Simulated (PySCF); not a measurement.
Cl$_{4}$Sn, charge +1, doublet, geometry from GFN2-xTB (such geometries of metal compounds can be far from the true shape) (a state made from the parent by changing its charge; the spin is typed, not shown lowest) (all electrons, no relativity). Base run: HF/STO-3G (PySCF).

PySCF was given this input:
```python
from pyscf import gto, scf

mol = gto.Mole()
mol.atom = '''
    Cl   -1.825584   -0.856009   -1.205193
    Sn   -0.000000   -0.000000    0.000000
    Cl   -0.321213    2.295336    0.382433
    Cl    1.972572   -0.319549   -1.234846
    Cl    0.174224   -1.119778    2.057606
'''
mol.basis = 'sto-3g'
mol.charge = 1
mol.spin = 1
mol.verbose = 3
mol.build()

mf = scf.UHF(mol)
mf.kernel()
mo_i, mo_e, stable_i, stable_e = mf.stability(internal=True, external=True, return_status=True, nroots=6, tol=1e-6)
print('internally stable:', stable_i, ' externally stable:', stable_e)
if not stable_i:
    umf = mf.copy()
    umf.scf_summary = {}
    umf.kernel(umf.make_rdm1(mo_i, mf.mo_occ))
```

The bond that is stretched is that between atoms 5 and 2. A test that says stable can miss a lower solution.

The base run was repeated with changes; each row names its change, and settings that it needs were set with it.

| change | ΔE vs base (eV) | <S^2> | stability test says |
|---|---|---|---|
| base | 0.00 | 0.757 | internal instability |
| bond × 1.25 | -1.18 | 0.752 | stable |
| bond × 1.5 | -0.59 | 0.751 | stable |
| bond × 1.8 | -0.33 | 0.750 | stable |
| bond × 2.2 | -0.28 | 0.750 | stable |
| bond × 3.0 | -0.26 | 0.750 | stable |

On stretching, the SCF can end on different states; <S^2> shows the spin contamination of each.
